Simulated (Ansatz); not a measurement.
Input (CCSDT(Q)/cc-pV(D+d)Z; Ansatz, a program for electronic structure): A basis named .json is the Basis Set Exchange file of that set.

Ansatz 0.2 input:
```yaml
crystal:
  periodic: [false, false, false]
  atoms:
    - {symbol: Si, position_ang: [-0.27089813, 0.11998899, 0.69429405]}
    - {symbol: C, position_ang: [0.75436346, 1.23591301, -0.46013825]}
    - {symbol: H, position_ang: [0.76831440, 2.28235766, -0.15388119]}
    - {symbol: H, position_ang: [0.45819673, 1.16703679, -1.51132524]}
    - {symbol: H, position_ang: [1.78893241, 0.86579902, -0.40380700]}
    - {symbol: C, position_ang: [-0.39730575, -1.39406469, -0.45497713]}
    - {symbol: H, position_ang: [0.52436526, -1.60224326, -1.00691641]}
    - {symbol: H, position_ang: [-1.16036022, -1.14421269, -1.20718212]}
    - {symbol: H, position_ang: [-0.72922105, -2.29967329, 0.05368751]}
basis:
  gaussian:
    orbitals: cc-pV_D+d_Z.json
magnetization: {spin_polarized: false}
correlation: {method: ccsdt_q, electrons: outside_noble_gas}
```

Output:

```
Functional definition: HF
integrals: 0.10 GiB planned
1609 factors; integrals over basis functions are off by at most 2.3e-7 eV
mean field: 0.30 GiB planned
mean field evaluation 1: about -10014.4708 eV, gradient 2.9e1 eV
mean field evaluation 2: about -10014.4714 eV, gradient 2.9e1 eV
mean field evaluation 4: about -10016.9800 eV, gradient 2.6e0 eV
mean field evaluation 8: about -10017.0178 eV, gradient 4.8e-5 eV
mean field evaluation 16: about -10017.0178 eV, gradient 8.3e-2 eV
mean field -10017.01777714 eV, -368.1186135315 hartree, gradient 2.6e-6 eV, S^2 0.000000; 0 other end points of the search recorded, 0 dependent functions left out; unrestricted orbitals would lower it
7 core orbitals not correlated
reference -10017.01777714 eV, -368.1186135315 hartree; 9, 9 occupied and 65, 65 virtual orbitals, 1609 factors
second order -10.27758214 eV of doubles, -0.00000000 eV of singles
coupled cluster: 2.21 GiB planned
cycle   1  -11.23839260 eV  change   -9.6e-1 eV  update   9.4e-2
cycle   2  -11.90877264 eV  change   -6.7e-1 eV  update   4.0e-2
cycle   3  -12.06165497 eV  change   -1.5e-1 eV  update   1.9e-2
cycle   4  -12.03403179 eV  change    2.8e-2 eV  update   7.3e-3
cycle   5  -12.03252043 eV  change    1.5e-3 eV  update   3.9e-3
cycle   6  -12.03558798 eV  change   -3.1e-3 eV  update   1.7e-3
cycle   7  -12.03489342 eV  change    6.9e-4 eV  update   8.2e-4
cycle   8  -12.03475262 eV  change    1.4e-4 eV  update   3.6e-4
cycle   9  -12.03504500 eV  change   -2.9e-4 eV  update   1.4e-4
cycle  10  -12.03494191 eV  change    1.0e-4 eV  update   5.4e-5
cycle  11  -12.03494281 eV  change   -9.0e-7 eV  update   2.2e-5
cycle  12  -12.03496455 eV  change   -2.2e-5 eV  update   8.3e-6
cycle  13  -12.03497152 eV  change   -7.0e-6 eV  update   3.2e-6
cycle  14  -12.03497653 eV  change   -5.0e-6 eV  update   1.3e-6
cycle  15  -12.03497805 eV  change   -1.5e-6 eV  update   5.1e-7
perturbative correction -0.02016677 eV, -0.0007411150 hartree
Total energy: -10029.07292196 eV, -368.5616319321 hartree
```

A triplet may lie lower; no result for it is given here.
